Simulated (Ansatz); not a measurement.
Consider the redistribution: `O[SiH](F)O[SiH2]F` + `C[SiH2]Br` → `O[SiH](F)[SiH2]Br` + `CO[SiH2]F`.

Program: Ansatz. Geometries: PBE0-D4/def2-TZVP. ΔE: electronic, gas phase. CCSD(T)/CBS adds triple-zeta CCSD(T) − MP2 to the extrapolated MP2 energy (def2 sets, frozen cores). Functionals use def2-TZVPP. For Br outer-core shells are correlated without core-valence functions, which leaves a few kJ/mol of doubt a bond. Scalar relativity is left out up to krypton. Each species was taken in one conformer, which may not be the lowest.

```json
{"level": "LDA (SPW92)", "ΔE (kcal/mol)": "54.1", "difference from CCSD(T)/CBS": "-6.6"}
{"level": "r2SCAN-D4", "ΔE (kcal/mol)": "59.1", "difference from CCSD(T)/CBS": "-1.6"}
{"level": "r2SCAN0-D4", "ΔE (kcal/mol)": "60.9", "difference from CCSD(T)/CBS": "0.2"}
{"level": "CAM-B3LYP-D4", "ΔE (kcal/mol)": "59.7", "difference from CCSD(T)/CBS": "-1.0"}
{"level": "BLYP", "ΔE (kcal/mol)": "55.4", "difference from CCSD(T)/CBS": "-5.3"}
{"level": "LC-ωPBE", "ΔE (kcal/mol)": "58.3", "difference from CCSD(T)/CBS": "-2.4"}
{"level": "RPA@PBE/def2-TZVPP", "ΔE (kcal/mol)": "57.8", "difference from CCSD(T)/CBS": "-2.9"}
{"level": "MP2/def2-SVP", "ΔE (kcal/mol)": "59.0", "difference from CCSD(T)/CBS": "-1.7"}
{"level": "SCS-MP2/def2-TZVPP", "ΔE (kcal/mol)": "62.3", "difference from CCSD(T)/CBS": "1.6"}
{"level": "MP2/def2-QZVPP", "ΔE (kcal/mol)": "63.8", "difference from CCSD(T)/CBS": "3.1"}
{"level": "CCSD(T)/CBS", "ΔE (kcal/mol)": "60.7", "difference from CCSD(T)/CBS": "0"}
```

Largest T1 diagnostic among the species: 0.012.

From r2SCAN to r2SCAN0 (25 % exact exchange), in def2-TZVPP and without D4, ΔE moves by +1.8 kcal/mol. At CCSD(T), def2-SVP lies −5.3 kcal/mol from the extrapolated value and def2-TZVPP −0.3 kcal/mol.
